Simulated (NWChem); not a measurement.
## Which level was it?

The species is SiCNClF2 (6 atoms), meant as a singlet with charge 0. As SMILES, `N#C[Si](F)(F)Cl`. Geometry: relaxed at PBE0-D4/def2-TZVP.

```xyz
6

N     1.9254   -1.0922    1.0774
C     1.0301   -0.6093    0.5400
Si   -0.3944    0.1767   -0.2903
F    -1.4879   -0.9203   -0.5277
F     0.0876    0.7192   -1.6790
Cl   -1.1189    1.6619    0.8334
```

A calculation with NWChem 7.3.0 gave:

- total energy: -1040.5984 Eh
- dipole moment: 1.73 D
- largest force: 4.002 eV/Å

Question: Which of these levels gave the numbers?
A. B3LYP/6-31G* (spherical functions)
B. B3LYP/6-31G* (Cartesian functions)
C. HF/STO-3G
D. MP2/6-31G* (spherical functions)

Answer: D. The others give -1042.3922 Eh (B3LYP/6-31G* (Cartesian functions)), -1042.3815 Eh (B3LYP/6-31G* (spherical functions)), -1027.5007 Eh (HF/STO-3G).
